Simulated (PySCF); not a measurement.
Harmonic spectrum computed at PBE0 in the def2-SVP basis family (core potentials from Rb on, PySCF, no spin–orbit coupling):

```
ω (cm⁻¹)  IR (km/mol)
     121         12.7
     133          8.3
     173         17.8
     330          198
     363         31.1
     474          8.7
     635         83.6
     656         83.3
     846         96.4
     887         72.5
    3851          127
    3874         97.7
```

Problem. Which molecule gave it? In each, all ligands are bound to the one heavy central atom.
A. PbS(OH)₂ (singlet)
B. SnS(OH)₂ (singlet)
C. SeS(OH)₂ (singlet)
D. TeS(OH)₂ (singlet)
E. GeS(OH)₂ (singlet)

Solution. B. It has Cs symmetry with O–H 0.967 Å (×2), Sn–O 1.960 Å, Sn–O 1.973 Å, Sn–S 2.212 Å.
